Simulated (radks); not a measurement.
Values are calculated unless marked as measured or tabulated.
Charge is removed step by step from the 2p3/2 level of Zn, starting from [He] 2s2 2p(1/2: 2, 3/2: 4) 3s2 3p6 3d10 4s2. Level of theory: Dirac Kohn-Sham, PBEsol, spin-unpolarised, spherical densities, point nucleus (a radial shooting solver on a logarithmic mesh with Libxc functionals).

removed (e)  E - E(0) (eV)  eigenvalue (eV)  E minus straight line (eV)
0                    0.000          -995.25                       0.000
0.125               124.88          -1002.8                      -3.428
0.25                250.72          -1010.5                      -5.900
0.375               377.52          -1018.3                      -7.403
0.5                 505.31          -1026.2                      -7.927
0.625               634.08          -1034.2                      -7.459
0.75                763.86          -1042.3                      -5.989
0.875               894.65          -1050.4                      -3.507
1                   1026.5          -1058.6                       0.000

Removing the whole electron costs 1026.5 eV by Delta-SCF, against 995.25 eV from minus the eigenvalue at the starting occupation. Slater's transition state (half an electron removed) gives 1026.2 eV. Integrating minus the eigenvalue over the occupation (Janak's theorem) gives 1026.5 eV. The mean slope of the eigenvalue, de/dn, is 63.4 eV per electron.
